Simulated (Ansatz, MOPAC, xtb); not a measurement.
Potential energy surface of H₃ (cation, charge +1), singlet: symmetric bend, bond length relaxed. Scanned: H-H-H angle. Other coordinates (H-H bond length) were minimised at PBE0/def2-TZVP.

Methods: AM1, restricted, heats of formation (MOPAC); CCSD/cc-pVDZ = CCSD on RHF/cc-pVDZ, frozen core in Ansatz (an electronic-structure program); GFN1-xTB (xtb).

Energies in kJ/mol, each method relative to its own lowest point.

| a / ° | AM1 | CCSD/cc-pVDZ | GFN1-xTB |
|---|---|---|---|
| 180 | 87.4 | 166.0 | 27.0 |
| 168.92 | ___ | 164.4 | 27.0 |
| 159.88 | 85.0 | ___ | 27.1 |
| 152.22 | 82.8 | 156.0 | 27.0 |
| 138.24 | 76.8 | 142.6 | 26.7 |
| 129.17 | 71.5 | 130.5 | 26.1 |
| 122.35 | 66.7 | 119.6 | 25.4 |
| 108.69 | 54.5 | 93.4 | 22.6 |
| 99.47 | 44.1 | 72.8 | 19.5 |
| 91.66 | 34.0 | ___ | ___ |
| 78.78 | 16.2 | 24.6 | 8.4 |
| 72.10 | 7.9 | 11.7 | ___ |
| 60 | 0.0 | 0.0 | 0.0 |

Q: Complete the blanks.

A: 
- 168.92, AM1: 86.8
- 159.88, CCSD/cc-pVDZ: 160.8
- 91.66, CCSD/cc-pVDZ: 54.3
- 91.66, GFN1-xTB: 15.9
- 72.10, GFN1-xTB: 4.3
